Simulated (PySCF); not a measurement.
Species: C3H13NSi2.
Structure used (GFN2-xTB), in Å, numbered top down from 1:
```
atom  x, y, z in Å
C1    -2.6993   -0.2450    0.1843
C2    -1.2137   -0.5684    0.0944
C3    -0.3607    0.6975    0.0220
N4     1.0601    0.4247   -0.0652
Si5    1.6986    0.0316   -1.6307
Si6    1.8934    0.0709    1.4159
H7    -3.0163    0.3265   -0.6853
H8    -2.9088    0.3438    1.0749
H9    -3.2887   -1.1578    0.2299
H10   -1.0172   -1.1737   -0.7935
H11   -0.9061   -1.1475    0.9676
H12   -0.5505    1.3068    0.9113
H13   -0.6647    1.2805   -0.8532
H14    1.0261    0.9203   -2.5810
H15    1.4501   -1.3651   -2.0178
H16    3.1344    0.2789   -1.5695
H17    3.3092    0.3143    1.1658
H18    1.6984   -1.3148    1.8676
H19    1.3461    0.9857    2.4200
```

Computed, not measured: PBE0/pcSseg-1 in PySCF (dipole) on a GFN2-xTB geometry, gas phase.

Take the most abundant isotopes and a rigid rotor. The values belong to one conformer with, in the numbering `[CH3:1][CH2:2][CH2:3][N:4]([SiH3:5])[SiH3:6]`, C1–C2–C3–N4 180°, C2–C3–N4–Si5 82°.

Question: What are A, B and C (GHz)?

Answer: Ia = 183.39, Ib = 356.18, Ic = 491.17 u·Å²; 505379 MHz·u·Å²/I gives 2756, 1419 and 1029 MHz, that is A = 2.7558, B = 1.4189, C = 1.0289 GHz.

Question: What kind of rotor is it?

Answer: An asymmetric top: κ = (2 × 1419 − 2756 − 1029)/(2756 − 1029) = -0.55.

Question: Is it planar, by Δ = Ic − Ia − Ib?

Answer: Not planar: Δ = Ic − Ia − Ib = -48.40 u·Å². For a rigid frame Δ = −2 Σ m c², so Σ m c² = 24.20 u·Å² lies off the ab plane: 13.21 from hydrogen and 10.99 from heavier atoms. The atom farthest from that plane is 1.47 Å away.

Question: Give the other two planar moments, Paa and Pbb, and the rms extents of the mass along the axes.

Answer: Paa = Σ m a² = (Ib + Ic − Ia)/2 = 331.98 and Pbb = Σ m b² = (Ia + Ic − Ib)/2 = 159.19 u·Å². With the mass M = 119.06 u, the rms extents √(P/M) along a, b and c are 1.67, 1.16, 0.45 Å.

Question: Where do the levels up to J = 3 lie, in MHz?

Answer: Above 0(0,0):
J = 1: 1(0,1) 2448, 1(1,1) 3785, 1(1,0) 4175
J = 2: 2(0,2) 7270, 2(1,2) 8290, 2(1,1) 9460, 2(2,1) 13471, 2(2,0) 13545
J = 3: 3(0,3) 14335, 3(1,3) 15007, 3(1,2) 17337, 3(2,2) 20815, 3(2,1) 21167, 3(3,1) 28517, 3(3,0) 28525
Those of J = 1 are B + C, A + C and A + B.

Question: Which types of transition are allowed, and where do some lines up to J = 4 fall?

Answer: The dipole components are |μa| = 0.81 D, |μb| = 0.00 D, |μc| = 0.02 D; the mirror of this Cs structure is the ac plane, so μb vanishes by symmetry and there are no b-type lines. The squared components, which scale the intensities, stand as 1.00 : 0.00 (a : c). Some lines, for components of 0.1 D or more:

```tsv
type	branch	J(Ka,Kc)	MHz	lower level (cm⁻¹)
a	Q	3(2,1) ← 3(2,2)	352	0.694
a	Q	1(1,0) ← 1(1,1)	390	0.126
a	Q	4(2,2) ← 4(2,3)	969	1.019
a	Q	2(1,1) ← 2(1,2)	1170	0.277
a	Q	3(1,2) ← 3(1,3)	2331	0.501
a	R	2(1,2) ← 1(1,1)	4506	0.126
a	R	2(0,2) ← 1(0,1)	4822	0.082
a	R	2(1,1) ← 1(1,0)	5286	0.139
a	R	3(1,3) ← 2(1,2)	6716	0.277
a	R	3(0,3) ← 2(0,2)	7065	0.242
a	R	3(2,2) ← 2(2,1)	7343	0.449
a	R	3(2,1) ← 2(2,0)	7622	0.452
a	R	3(1,2) ← 2(1,1)	7877	0.316
a	R	4(1,4) ← 3(1,3)	8887	0.501
a	R	4(3,2) ← 3(3,1)	9916	0.951
a	R	4(3,1) ← 3(3,0)	9967	0.952
a	R	4(1,3) ← 3(1,2)	10395	0.578
```

Not checked by GFN2-xTB frequencies. Constants of a rigid frame at the computed geometry: no zero-point averaging, no centrifugal distortion. A rigid rotor knows nothing of internal rotation, which can split or shift real lines. Quadrupole hyperfine structure (14N) is left out.
